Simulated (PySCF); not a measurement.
## Atomic charges by several schemes

4,4'-bipyridine, C10H8N2.
Z-matrix (Å and degrees, GFN2-xTB geometry), rows numbered from 1:
```
C 
C   1  1.3848
C   2  1.3939  1  118.69
C   3  1.4698  2  121.18  1  -179.93
C   4  1.3937  3  121.19  2   -40.99
C   5  1.3849  4  118.70  3  -179.72
N   6  1.3220  5  123.57  4    -0.35
C   7  1.3219  6  117.84  5     0.10
C   8  1.3848  7  123.55  6     0.23
C   3  1.3939  2  117.65  1     0.10
C  10  1.3849  3  118.69  2     0.20
N   1  1.3219  2  123.55  3    -0.32
H   1  1.0822  2  120.93  3   179.77
H   2  1.0794  1  120.59  3  -178.81
H   5  1.0795  4  120.66  3    -1.01
H   6  1.0822  5  120.88  4   179.59
H   8  1.0822  7  115.55  6  -179.87
H   9  1.0793  4  120.64  3    -1.16
H  10  1.0795  3  120.67  2   178.91
H  11  1.0823 10  120.90  3   179.61
```

Density: PBE0/pcSseg-1 (PySCF); schemes: Mulliken, IAO, Hirshfeld and ESP-fitted. Isolated species at its GFN2-xTB geometry (one conformer only).

Task: Tabulate the Mulliken, IAO, Hirshfeld and ESP-fitted charges.

Result: In e; atoms taken as equivalent share a row and are averaged (×n: the atom named and its like, n in all):

```csv
atom,environment,Mulliken,IAO,Hirshfeld,ESP-fitted
C1/C6/C8/C11,aromatic CH next to a ring nitrogen,+0.178,-0.007,+0.019,+0.617
C2/C5/C9/C10,aromatic CH carbon,-0.128,-0.185,-0.052,-0.773
C3/C4,substituted aromatic carbon,-0.076,+0.023,+0.015,+0.546
N7/N12,pyridine-type nitrogen,-0.407,-0.276,-0.162,-0.758
H13/H16/H17/H20,aromatic hydrogen,+0.103,+0.159,+0.053,+0.017
H14/H15/H18/H19,aromatic hydrogen,+0.089,+0.159,+0.053,+0.244
```

Mean size of the charges over all atoms: ESP-fitted 0.461 e, Mulliken 0.148 e, IAO 0.132 e, Hirshfeld 0.053 e. Each set sums to the total charge, 0, to within 0.001 e. The Mulliken scheme gives each basis function's population to the atom it is centred on and halves the overlap population of two atoms between them. The Hirshfeld scheme weights the molecular density at each point by an atom's share of the summed free-atom densities.

Some averages cover members that differ in this geometry: C3/C4, ESP-fitted +0.511 to +0.582; C2/C5/C9/C10, ESP-fitted -0.799 to -0.746 e.

Lowest charge. The schemes don't all agree: Mulliken N7/N12 (-0.407); IAO N7/N12 (-0.276); Hirshfeld N7/N12 (-0.162); ESP-fitted C2/C5/C9/C10 (-0.773).

Highest charge. The schemes don't all agree: Mulliken C1/C6/C8/C11 (+0.178); IAO H13/H16/H17/H20 and H14/H15/H18/H19 (+0.159); Hirshfeld H13/H16/H17/H20 and H14/H15/H18/H19 (+0.053); ESP-fitted C1/C6/C8/C11 (+0.617).

Task: Sum the charges by element.

Result: 
```
element  atoms  Mulliken     IAO  Hirshfeld  ESP-fitted
      C     10    +0.046  -0.721     -0.103      +0.470
      N      2    -0.814  -0.552     -0.324      -1.516
      H      8    +0.768  +1.273     +0.427      +1.047
```

Task: How many electrons does the Hirshfeld scheme count on N7?

Result: Its own charge is -0.162 e, so Z − q = 7.162.
